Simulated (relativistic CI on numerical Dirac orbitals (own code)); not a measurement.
Calculated at this level of theory: Dirac-Coulomb-Breit CI, separate exchange-only KLI orbitals for each configuration, model QED (radiative potential, 1s self-energy scaled to tabulated hydrogen-like ionisation energies), unscaled Slater integrals (own radial code, finite nucleus).

The strongest absorption lines from the ground level of an ion, among the configurations computed and to levels below about 1170 eV (vacuum wavelength in nm, gf): 1.0707 (0.4), 1.0784 (0.93), 1.0786 (1.4), 1.0868 (0.63), 1.0927 (0.4), 1.1097 (0.85), 1.3373 (0.7), 4.1422 (0.92).

Which ion is it?
A. Pr XXXV
B. Sm XXXVI
C. Pr XXXIII
D. Ba XXX

C. Pr XXXIII has 27 electrons and the ground level 3s²3p⁶3d⁹ ²D5/2; the strongest line goes to 3s²3p⁶3d⁸4f ⁴G°7/2. The pattern of lines fixes the number of electrons, and along that sequence the line energies rise steadily with the charge (about as its square where n changes within one kind of shell, about linearly where n is kept but much faster in heavy ions where fine structure, which grows about as Z⁴, sets the gap, and irregularly where shells cross), which fixes Z. Configurations outside the model, such as inner-shell arrays, can give stronger lines. At this charge energies of transitions that change n are usually good to better than 1 %, and those within a shell (Δn = 0) to a few per cent.

LS names give the leading component of a level, which can be under half, so a name can repeat, a term be missing and a line seem to break the LS rules.
